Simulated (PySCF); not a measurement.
Species: BH5OSn (charge -1 and doublet state).
SMILES with atom numbers: `[BH2-:1][O:2][SnH3:3]` (hydrogens: H4, H5 on B1; H6, H7, H8 on Sn3)

Cartesian coordinates in Å at the PBE0-D3(BJ)/def2-SVP level; atoms count from 1:
```xyz
8
BH5OSn angstrom
B      1.4708   -0.2232    0.4088
O      0.3596    0.4359    0.5741
Sn    -1.6096    0.1931   -0.4614
H      1.6070   -1.1590   -0.3994
H      2.4804    0.0701    1.0771
H     -1.2566    1.8363   -1.0230
H     -0.8109   -1.1624   -1.2764
H     -2.1861   -0.0104    1.2033
```

Theory: PBE0-D3(BJ)/def2-SVP geometry optimisation, gas phase, def2 core potentials past Kr in PySCF 2.14.0.

Masses are those of the commonest isotopes; rigid-rotor values at the optimised geometry. The values belong to one conformer with, in the numbering `[BH2-:1][O:2][SnH3:3]`, H–B1–O2–Sn3 -1° and 179°.

Q: Give the principal moments of inertia and the rotational constants in MHz.

A: Ia = 16.44, Ib = 183.45, Ic = 190.59 u·Å²; 505379 MHz·u·Å²/I gives A = 30742, B = 2755, C = 2652 MHz.

Q: Classify the top.

A: A near-prolate asymmetric top. Ray's parameter κ = (2B − A − C)/(A − C) = -0.993; −1 is the prolate and +1 the oblate limit.

Q: Is it planar, by Δ = Ic − Ia − Ib?

A: Not planar: Δ = Ic − Ia − Ib = -9.30 u·Å². For a rigid frame Δ = −2 Σ m c², so Σ m c² = 4.65 u·Å² lies off the ab plane, practically all of it from hydrogen. The atom farthest from that plane is 1.57 Å away.

Q: Which lines would a microwave search look for?

A: The dipole components (about the centre of mass, as the species is charged) are |μa| = 4.48 D, |μb| = 0.13 D, |μc| = 0.02 D. The squared components, which scale the intensities, stand as 1.00 : 0.00 : 0.00 (a : b : c). Some lines, for components of 0.1 D or more:

```tsv
type	branch	J(Ka,Kc)	MHz	lower level (cm⁻¹)
a	Q	2(1,1) ← 2(1,2)	310	1.471
a	R	1(0,1) ← 0(0,0)	5407	0.000
a	R	2(1,2) ← 1(1,1)	10710	1.114
a	R	2(0,2) ← 1(0,1)	10813	0.180
a	R	2(1,1) ← 1(1,0)	10916	1.117
b	Q	1(1,0) ← 1(0,1)	28090	0.180
b	Q	2(1,1) ← 2(0,2)	28194	0.541
b	R	1(1,1) ← 0(0,0)	33394	0.000
b	Q	2(2,0) ← 2(1,1)	83962	1.481
b	Q	2(2,1) ← 2(1,2)	84271	1.471
b	R	2(2,1) ← 1(1,0)	94878	1.117
b	R	2(2,0) ← 1(1,1)	94981	1.114
```

For this open shell read J as N, the rotation without spin; fine and hyperfine splittings come on top. Whether it is a minimum is left open (no frequencies). ⟨S²⟩ = 0.753 (exact for a doublet: 0.75). Whether the extra electron is bound in the gas phase wasn't checked; a finite basis holds it in any case. The geometry's basis has no diffuse functions, a weakness for an anion. No vibrational averaging or centrifugal distortion is included, and the geometry carries the error of its method. A rigid rotor knows nothing of internal rotation, which can split or shift real lines. Quadrupole hyperfine structure (11B) is left out.
